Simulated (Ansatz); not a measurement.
```yaml
crystal:
  periodic: [false, false, false]
  atoms:
    - {symbol: O, position_ang: [-0.552260, -0.400820, 1.386989]}
    - {symbol: Cr, position_ang: [0.022613, -0.034883, 0.012140]}
    - {symbol: O, position_ang: [1.322550, -0.824414, -0.191329]}
    - {symbol: F, position_ang: [-1.092732, -0.445199, -1.202603]}
    - {symbol: F, position_ang: [0.349630, 1.631716, -0.046697]}
basis:
  gaussian: {orbitals: aug-cc-pVDZ, fitting: {mean_field: cc-pVTZ-jkfit}, final_grid: {core_spheres: 20, valence_spheres: 16, degree: 47}, point_charges: [{charge: 1.00, position_ang: [4.532, 0.408, -0.311]}]}
total_charge: -1
magnetization: {spin_polarized: true, initial_magnetization: 1}
hamiltonian: {xc: {name: rPW86-PBE}, dispersion: d4}
output: {forces: true}
```

```sh
$ ansatz run in.yaml --threads 4 --pin off --events-out ev --progress --plain --max-ram 10444MiB
```

Question: How does Ansatz answer? (An estimate is asked.)

Answer: Ansatz gave: The input was rejected before any iteration.
```
Functional definition: rPW86-PBE
Error: <dir> the basis set cc-pVTZ-JKFIT has no functions for Cr
```
